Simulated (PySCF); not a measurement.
# NMR data sheet: C6H16N2Si

| Quantity | Value |
| --- | --- |
| Formula | C6H16N2Si |
| SMILES | C=CN([SiH3])NC(C)(C)C |
| InChI | InChI=1S/C6H16N2Si/c1-5-8(9)7-6(2,3)4/h5,7H,1H2,2-4,9H3 |
| Point group of the computed structure | C1 |
| Degrees of unsaturation | 1 |
| Carbon signals | 4 |
| Proton signals | 6 |

Numbering as in the mapped SMILES `[CH2:1]=[CH:2][N:3]([SiH3:4])[NH:5][C:6]([CH3:7])([CH3:8])[CH3:9]` (H(Xn): hydrogen on atom n). Ha(C1) is cis to N3; Hb(C1) is trans to N3.

PySCF calculation with GFN2-xTB structure and GIAO PBE0/pcSseg-1 shieldings; one averaged value for each set of equivalent atoms, non-relativistic, single conformer, in vacuum.

δ = σ(ref) − σ, references computed at the same level: 1H (σ = 31.72 ppm) and 13C (σ = 186.93 ppm) and 29Si (σ = 349.16 ppm) vs TMS; 15N (σ = 267.73 ppm) against NH3.

| carbon | δC, type | δH (multiplicity) | HMBC from (2–3 bonds) | span of the C tensor (ppm) |
| --- | --- | --- | --- | --- |
| C1 | 91.4, CH2 | Ha(C1) 5.10 (m); Hb(C1) 4.22 (m) | H(C2) | 182 |
| C2 | 147.8, CH | 6.14 (m) | Ha(C1), H(Si4), Hb(C1) | 199 |
| C6 | 56.8, C | – | H(C7)/H(C8)/H(C9) | 43 |
| C7/C8/C9 | 30.8, CH3 | 1.20 (s) | H(C7)/H(C8)/H(C9) | 48 |

Other nuclei:
```json
{"atoms": "H(Si4)", "nucleus": "1H", "environment": "hydrogen on a silicon bonded to N", "δ (ppm)": "4.91", "σ (ppm)": "26.80"}
{"atoms": "H(N5)", "nucleus": "1H", "environment": "hydrogen on a nitrogen bonded to O or N", "δ (ppm)": "2.05", "σ (ppm)": "29.67"}
{"atoms": "Si4", "nucleus": "29Si", "environment": "silicon bonded to N, 3 H", "δ (ppm)": "-44.9", "σ (ppm)": "394.1"}
{"atoms": "N5", "nucleus": "15N", "environment": "nitrogen bonded to O or N", "δ (ppm)": "122.6", "σ (ppm)": "145.2"}
{"atoms": "N3", "nucleus": "15N", "environment": "nitrogen bonded to O or N", "δ (ppm)": "104.0", "σ (ppm)": "163.7"}
```

Carbon types of the structure: 1 × C, 1 × CH, 1 × CH2, 3 × CH3, leaving 4 H on heteroatoms. δC 147.8: alkene carbon bearing nitrogen; an sp2 carbon further deshielded by the attached heteroatom. δC 91.4: β carbon of an enol-ether or enamine type C=C; the O or N lone pair pushes π density onto this β carbon and shields it. δC 56.8: fully substituted sp3 carbon bonded to N; deshielded by the electronegative neighbour. δC 30.8: methyl carbon; a saturated carbon with 1 carbon neighbour and no heteroatom attached. δH 2.05: hydrogen on a nitrogen bonded to O or N; exchangeable; this is the value without hydrogen bonding to other molecules.

OH and NH positions are those of a molecule without intermolecular hydrogen bonds; in solution they move with solvent, concentration and temperature, and exchange usually removes their couplings. Shifts are as computed. Against solution values, carbons near 30 ppm lie about +3 ppm off and those near 130 ppm about +5 ppm. Of 1211 compounds with measured shifts, 218 miss one by over three times the rms of a fit or turn the order of signals round; such compounds aren't used in these exercises. Experimental scales use liquid or dissolved standards, which lie at an offset from isolated NH3 (liquid NH3: subtract about 20 ppm). Multiplicities follow the n + 1 count of equivalent neighbours, as no J values were calculated; m marks all less simple cases, F and P coupling included.
